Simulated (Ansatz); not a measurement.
Gas-phase electronic energies from Ansatz, PBE0-D4/def2-TZVP geometries. CCSD(T)/CBS adds triple-zeta CCSD(T) − MP2 to the extrapolated MP2 energy (def2 sets, frozen cores). Functionals use def2-TZVPP. One conformer a species, not always the lowest.

`N[SiH2]C(F)F` → `FCN[SiH2]F`  (isomerisation)

`N[SiH2]C(F)F`:

Z-matrix (Å, degrees):
```
Si
C 1 1.917
N 1 1.708 2 108.6
H 1 1.488 2 105.1 3 -124.6
H 1 1.484 2 108.8 3 116.9
F 2 1.367 1 110.6 3 176.6
F 2 1.373 1 109.2 3 58.8
H 2 1.097 1 115.1 3 -61.4
H 3 1.006 1 122.2 2 -68.1
H 3 1.005 1 121.3 2 137.1
```

`FCN[SiH2]F`:

Cartesian coordinates in Å:
```
F -1.673 1.098 0.926
C -1.365 -0.034 0.176
N -0.192 0.130 -0.590
Si 1.394 -0.164 -0.022
F 2.026 1.033 0.828
H -2.231 -0.223 -0.463
H -1.235 -0.856 0.885
H -0.318 0.695 -1.416
H 2.270 -0.342 -1.200
H 1.323 -1.336 0.877
```

CCSD(T)/CBS gives -47.2 kcal/mol.

Q: Another level gave -42.9 kcal/mol. Which?
A. PBE0-D4/def2-TZVPP
B. B2PLYP/def2-TZVPP
C. SCS-MP2/def2-TZVPP
D. PBE-D4/def2-TZVPP

A: D. PBE-D4 -42.9, SCS-MP2/def2-TZVPP -48.6, PBE0-D4 -44.6, B2PLYP -47.1 kcal/mol.

Largest T1 diagnostic among the species: 0.012.

From PBE to PBE0 (25 % exact exchange), in def2-TZVPP and without D4, ΔE moves by −1.6 kcal/mol.

CCSD(T)/CBS has its own doubt, a few kJ/mol and more with outer-core shells, so smaller differences from it don't rank the levels.
